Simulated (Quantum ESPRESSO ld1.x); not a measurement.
Input file for ld1.x (Quantum ESPRESSO 7.5):

```
 &input
    atom='Xe',
    iswitch=1,
    rel=2,
    dft='B86BPBE',
    config='[Kr] 4d9.5 5s2 5p5.5',
    rel_dist='average',
    verbosity='high',
    lsmall=.true.,
    prefix='ld1',
    max_out_wfc=37,
    file_charge='ld1.rho',
 /
```

Command: `OMP_NUM_THREADS=1 ld1.x < ld1.in > ld1.out`

Output:

```
     Program LD1 v.7.5 starts

     --------------------------- All-electron run ----------------------------

     dirac relativistic calculation

     atomic number is 54.00
     dft =B86BPBE   lsd =0 sic =0 latt =0  beta=0.20 tr2=1.0E-14
     Exchange-correlation= B86BPBE
                           (   1   4  22   4   0   0   0)
     mesh =2075 r(mesh) =  99.78481 a.u. xmin = -8.00 dx = 0.00800
     1 Ry =  13.60569312 eV, c = 137.03599908

     n l j   nl                  e(Ry)          e(Ha)          e(eV)
     Spin orbit split results
     1 0 0.5 1S 1( 2.00)   -2525.872986217   -1262.936493109 -34366.2527181
     2 0 0.5 2S 1( 2.00)    -393.917959795    -196.958979897  -5359.5268766
     2 1 0.5 2P 1( 2.00)    -370.136384159    -185.068192079  -5035.9620565
     2 1 1.5 2P 1( 4.00)    -346.271363292    -173.135681646  -4711.2619062
     3 0 0.5 3S 1( 2.00)     -81.456491353     -40.728245676  -1108.2720242
     3 1 0.5 3P 1( 2.00)     -71.577067881     -35.788533940   -973.8556202
     3 1 1.5 3P 1( 4.00)     -67.042908286     -33.521454143   -912.1652362
     4 0 0.5 4S 1( 2.00)     -15.540731715      -7.770365857   -211.4424266
     4 1 0.5 4P 1( 2.00)     -12.035152287      -6.017576144   -163.7465887
     4 1 1.5 4P 1( 4.00)     -11.123897125      -5.561948562   -151.3483306
     3 2 1.5 3D 1( 4.00)     -49.671635321     -24.835817660   -675.8170271
     3 2 2.5 3D 1( 6.00)     -48.713339230     -24.356669615   -662.7787446
     4 2 1.5 4D 1( 3.80)      -5.444207894      -2.722103947    -74.0722219
     4 2 2.5 4D 1( 5.70)      -5.295362319      -2.647681159    -72.0470747
     5 0 0.5 5S 1( 2.00)      -2.215525045      -1.107762523    -30.1437539
     5 1 0.5 5P 1( 1.83)      -1.377547462      -0.688773731    -18.7424880
     5 1 1.5 5P 1( 3.67)      -1.270141217      -0.635070608    -17.2811516
     Averaged results
     1 0     1S 1( 2.00)   -2525.872986217   -1262.936493109 -34366.2527181
     2 0     2S 1( 2.00)    -393.917959795    -196.958979897  -5359.5268766
     2 1     2P 1( 6.00)    -354.226370248    -177.113185124  -4819.4952897
     3 0     3S 1( 2.00)     -81.456491353     -40.728245676  -1108.2720242
     3 1     3P 1( 6.00)     -68.554294817     -34.277147409   -932.7286975
     4 0     4S 1( 2.00)     -15.540731715      -7.770365857   -211.4424266
     4 1     4P 1( 6.00)     -11.427648846      -5.713824423   -155.4810833
     3 2     3D 1(10.00)     -49.096657666     -24.548328833   -667.9940576
     4 2     4D 1( 9.50)      -5.354900549      -2.677450274    -72.8571336
     5 0     5S 1( 2.00)      -2.215525045      -1.107762523    -30.1437539
     5 1     5P 1( 5.50)      -1.305943299      -0.652971649    -17.7682638

     final scf error:  8.8E-15 reached in  25 iterations

     Etot =  -14899.222835 Ry,   -7449.611417 Ha, -202714.253658 eV

     Ekin =   15830.296103 Ry,    7915.148051 Ha,  215382.150822 eV
     Encl =  -36175.353975 Ry,  -18087.676987 Ha, -492190.764795 eV
     Eh   =    5820.729888 Ry,    2910.364944 Ha,   79195.064615 eV
     Exc  =    -374.894851 Ry,    -187.447426 Ha,   -5100.704300 eV

     normalization and overlap integrals

     s(1S/1S) =  1.000000  <r> =   0.0267  <r2> =    0.0010  r(max) =   0.0171
     LC norm =  0.96035027 + SC norm =  0.03964973 =  1.00000000
     s(1S/2S) =  0.000000
     s(1S/3S) = -0.000000
     s(1S/4S) =  0.000000
     s(1S/5S) =  0.000000
     s(2S/2S) =  1.000000  <r> =   0.1142  <r2> =    0.0154  r(max) =   0.0970
     LC norm =  0.99149671 + SC norm =  0.00850329 =  1.00000000
     s(2S/3S) =  0.000000
     s(2S/4S) =  0.000000
     s(2S/5S) =  0.000000
     s(2P/2P) =  1.000000  <r> =   0.0962  <r2> =    0.0114  r(max) =   0.0745
     LC norm =  0.99146805 + SC norm =  0.00853195 =  1.00000000
     s(2P/3P) =  0.000000
     s(2P/4P) =  0.000000
     s(2P/5P) =  0.000000
     s(2P/2P) =  1.000000  <r> =   0.1020  <r2> =    0.0127  r(max) =   0.0794
     LC norm =  0.99191593 + SC norm =  0.00808407 =  1.00000000
     s(2P/3P) =  0.000000
     s(2P/4P) =  0.000000
     s(2P/5P) =  0.000000
     s(3S/3S) =  1.000000  <r> =   0.3060  <r2> =    0.1072  r(max) =   0.2789
     LC norm =  0.99746308 + SC norm =  0.00253692 =  1.00000000
     s(3S/4S) =  0.000000
     s(3S/5S) =  0.000000
     s(3P/3P) =  1.000000  <r> =   0.2961  <r2> =    0.1019  r(max) =   0.2658
     LC norm =  0.99752158 + SC norm =  0.00247842 =  1.00000000
     s(3P/4P) =  0.000000
     s(3P/5P) =  0.000000
     s(3P/3P) =  1.000000  <r> =   0.3078  <r2> =    0.1099  r(max) =   0.2767
     LC norm =  0.99764384 + SC norm =  0.00235616 =  1.00000000
     s(3P/4P) =  0.000000
     s(3P/5P) =  0.000000
     s(4S/4S) =  1.000000  <r> =   0.7149  <r2> =    0.5770  r(max) =   0.6617
     LC norm =  0.99925786 + SC norm =  0.00074214 =  1.00000000
     s(4S/5S) =  0.000000
     s(4P/4P) =  1.000000  <r> =   0.7432  <r2> =    0.6289  r(max) =   0.6777
     LC norm =  0.99932021 + SC norm =  0.00067979 =  1.00000000
     s(4P/5P) =  0.000000
     s(4P/4P) =  1.000000  <r> =   0.7706  <r2> =    0.6759  r(max) =   0.6998
     LC norm =  0.99935830 + SC norm =  0.00064170 =  1.00000000
     s(4P/5P) =  0.000000
     s(3D/3D) =  1.000000  <r> =   0.2786  <r2> =    0.0919  r(max) =   0.2247
     LC norm =  0.99776280 + SC norm =  0.00223720 =  1.00000000
     s(3D/4D) = -0.000000
     s(3D/3D) =  1.000000  <r> =   0.2823  <r2> =    0.0942  r(max) =   0.2265
     LC norm =  0.99779863 + SC norm =  0.00220137 =  1.00000000
     s(3D/4D) = -0.000000
     s(4D/4D) =  1.000000  <r> =   0.8621  <r2> =    0.8665  r(max) =   0.7401
     LC norm =  0.99949736 + SC norm =  0.00050264 =  1.00000000
     s(4D/4D) =  1.000000  <r> =   0.8726  <r2> =    0.8876  r(max) =   0.7460
     LC norm =  0.99950740 + SC norm =  0.00049260 =  1.00000000
     s(5S/5S) =  1.000000  <r> =   1.7985  <r2> =    3.6453  r(max) =   1.5952
     LC norm =  0.99985756 + SC norm =  0.00014244 =  1.00000000
     s(5P/5P) =  1.000000  <r> =   2.0832  <r2> =    4.9385  r(max) =   1.7986
     LC norm =  0.99989424 + SC norm =  0.00010576 =  1.00000000
     s(5P/5P) =  1.000000  <r> =   2.1743  <r2> =    5.3808  r(max) =   1.8720
     LC norm =  0.99990269 + SC norm =  0.00009731 =  1.00000000

     LC charge = 52.80171744 + SC charge =  0.19828256 = 53.00000000

     ------------------------ End of All-electron run ------------------------
```

Run on one thread of a shared host, so times are rough (Intel(R) Xeon(R) Processor @ 2.60GHz): 0.66 s of CPU time, 0.68 s wall, 25 iterations on 2075 mesh points.
